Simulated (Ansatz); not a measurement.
Isolated molecules relaxed with PBE0-D4/def2-TZVP in Ansatz; ΔE leaves out vibrations. CBS: MP2 limit from def2 TZ/QZ plus the TZ coupled-cluster correction, frozen cores. Functionals use def2-TZVPP. One conformer a species, not always the lowest.

Reaction (formal exchange of groups at a C–O bond): `COC1=C(F)C1` + `O[SiH](F)[SiH3]` → `C[SiH2][SiH](O)F` + `OC1=C(F)C1`

(1) Is it downhill or uphill in electronic energy at CCSD(T)/CBS, and by how much? (An estimate is asked.)

(2) What do these levels give: PBE0-D4, r2SCAN, HF/def2-TZVPP, CCSD/def2-TZVPP, HF/CBS(def2), CCSD/CBS(def2)? (An estimate is asked.)

Largest T1 diagnostic among the species: 0.013.

## Answers

(1) The calculation gave: Downhill: ΔE = -84.3 kJ/mol.

(2) The calculation gave: PBE0-D4 -85.7, r2SCAN -83.4, HF/def2-TZVPP -70.3, CCSD/def2-TZVPP -80.2, HF/CBS(def2) -70.1, CCSD/CBS(def2) -84.4 kJ/mol.

In def2-TZVPP, CCSD(T) changes the Hartree–Fock value by −9.9 kJ/mol (the triples alone add +0.0 kJ/mol) and MP2 by −16.1 kJ/mol.
